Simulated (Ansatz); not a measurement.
Species: CH3ClF2Si (charge 0, singlet). 
Coordinates optimised at B3LYP-D3(BJ)/def2-TZVP (Ansatz, a quantum-chemistry and plane-wave program):
```
Si
F 1 1.5879
F 1 1.5879 2 106.57
C 1 1.8366 2 110.91 3 -120.83
H 4 1.0906 1 110.47 2 179.12
H 4 1.0906 5 108.44 1 -121.19
H 4 1.0915 5 108.60 6 -117.85
Cl 1 2.0400 2 107.80 3 115.51
```

Computed values are from Ansatz. Cores are frozen in the correlated levels unless marked. Open shells are spin-unrestricted. Spin-orbit coupling is left out. No relativistic terms. Basis-set limits of correlation are two-point, X^-3; Hartree-Fock from the larger set. [CCSD(T)-MP2]/basis is that difference in the basis named.

atomisation energy De: 774.9 kcal/mol at RI-MP2/CBS(aug-cc-pV(T+d)Z,aug-cc-pV(Q+d)Z)+[CCSD(T)-MP2]/aug-cc-pV(T+d)Z
total energy: -988.5097 Eh at RI-MP2/CBS(aug-cc-pV(T+d)Z,aug-cc-pV(Q+d)Z)+[CCSD(T)-MP2]/aug-cc-pV(T+d)Z
dipole moment: 2.25 D at CCSD(T)/aug-cc-pV(D+d)Z
T1 diagnostic: 0.011 at CCSD/aug-cc-pV(T+d)Z
